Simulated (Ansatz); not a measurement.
System: C$_{2}$H$_{8}$GeN (charge 0, doublet). It need not be the lowest isomer of its formula. 
Coordinates optimised at B3LYP-D3(BJ)/def2-TZVP (Ansatz, a first-principles code):
SMILES: CC[N][GeH3]
```xyz
12

C      2.9828    -0.0922     0.0275
C      1.5611     0.1646    -0.4567
N      0.5745    -0.2519     0.4969
Ge    -1.2191     0.0221     0.0310
H      3.1313    -1.1549     0.2223
H      3.1707     0.4496     0.9553
H      3.7134     0.2309    -0.7175
H      1.4278     1.2321    -0.7016
H      1.3906    -0.3520    -1.4177
H     -1.9517     0.4869     1.2981
H     -1.3780     1.0654    -1.1000
H     -1.7768    -1.3369    -0.4325
```
Charge 0, spin multiplicity 2.

Total electronic energies in hartree. Valence correlation only, unless marked. Open shells are spin-unrestricted. No spin-orbit coupling. Frozen are the shells of the preceding noble gas and the d and f shells that filled before the atom's block. Non-relativistic. CBS(X,Y): correlation extrapolated as X^-3; Hartree-Fock from the larger set. The bracket is a focal-point correction in the basis named.

```tsv
level	program	energy (Eh)
HF/6-31G*	Ansatz	-2209.86313
HF/cc-pVTZ	Ansatz	-2210.24828
RI-HF/cc-pVTZ	Ansatz	-2210.24821
BLYP-D3(BJ)/def2-TZVPD	Ansatz + dftd3	-2212.76325
PBE0/6-31G*	Ansatz	-2211.99641
PBE0-D3(BJ)/def2-TZVP	Ansatz + dftd3	-2212.33933
PBE0/def2-QZVPP	Ansatz	-2212.38772
BHLYP-D4/def2-TZVPD	Ansatz + dftd4	-2212.66781
HSE06-D4/def2-TZVPD	Ansatz + dftd4	-2212.33194
HSE06/def2-TZVPD	Ansatz	-2212.32592
LC-wPBE/def2-TZVPD	Ansatz	-2212.40796
wB97X-V/def2-TZVPD	Ansatz	-2212.53052
MP2/STO-3G	Ansatz	-2185.11684
MP2/cc-pVTZ	Ansatz	-2210.89462
RI-MP2/cc-pVTZ	Ansatz	-2210.89438
RI-MP2/cc-pVQZ	Ansatz	-2210.95049
SCS-MP2/6-31G	Ansatz	-2210.07551
SCS-MP2/6-31G*	Ansatz	-2210.33742
SCS-MP2/cc-pVTZ	Ansatz	-2210.90662
CCSD(T)/STO-3G	Ansatz	-2185.18172
CCSD(T)/cc-pVTZ	Ansatz	-2210.97793
RI-MP2/CBS(cc-pVTZ,cc-pVQZ)+[CCSD(T)-MP2]/cc-pVDZ	Ansatz	-2211.0637
CCSD(T)/CBS(cc-pVTZ,cc-pVQZ)	Ansatz	-2211.0567
```

Totals of different functionals don't rank their quality; only differences between species are comparable.
